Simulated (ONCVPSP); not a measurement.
**Ranking ONCV potentials for iodine**

All share these settings but for the change named:

iodine (I), optimised norm-conserving Vanderbilt (ONCV), made with ONCVPSP 4.0.1 (LDA (Perdew-Wang 92), scalar-relativistic). Core [Ar] 3d10, reference 4s2 4p6 4d10 5s2 5p5. Waves: 4s+5s: rc 1.10 bohr, ncon 4, nbas 8, qcut 8.4 1/bohr, 2 projectors; 4p+5p: rc 1.55 bohr, ncon 4, nbas 7, qcut 7.1 1/bohr, 2 projectors; 4d: rc 1.10 bohr, ncon 4, nbas 9, qcut 16.8 1/bohr, 1 projector. Local part: polynomial inside 0.95 bohr (lpopt 5, dvloc0 3 Ha). Core correction: Teter function, fcfact 3, rcfact 1.4.

Cutoff: the first of the cutoffs (Ha) at which the residual kinetic energy of the hardest occupied pseudo-wave falls to 1 and 0.1 mHa per electron; the density cutoff is not measured.

The base gives 64 Ha.

Of 8 variants that were run, those that failed, showed a ghost or another fault, or gave nearly equal values are left out.

A variant can come out equal or close to the base.

Rank these variants from softest to hardest (loose cutoff).
A. s: rc 0.76; local potential polynomial inside 0.76 bohr (lpopt 5, dvloc0 3 Ha)
B. s: rc 0.86; local potential polynomial inside 0.86 bohr (lpopt 5, dvloc0 3 Ha)
C. s: rc 1
D. s: rc 1.62

D (64 Ha), C (146 Ha), B (221 Ha), A (277 Ha).
